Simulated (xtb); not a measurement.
Harmonic IR lines of one isomer of CH$_{6}$OSi$_{2}$, unscaled. All values below come from GFN2-xTB (xtb 6.7.1).

wavenumber (cm⁻¹): 449 (w), 459 (w), 488 (vw), 533 (w), 658 (m), 730 (m), 741 (vw), 755 (w), 790 (s), 809 (m), 1025 (m), 1101 (w), 2234 (vs), 2259 (vs), 3033 (w), 3048 (w)

Q: Name which structure gives these lines.
A. `OC(=[SiH2])[SiH3]`
B. `C/[SiH]=[SiH]\O`
C. `O=C([SiH3])[SiH3]`
D. `[SiH3][Si@@H]1CO1`

A: D, `[SiH3][Si@@H]1CO1`
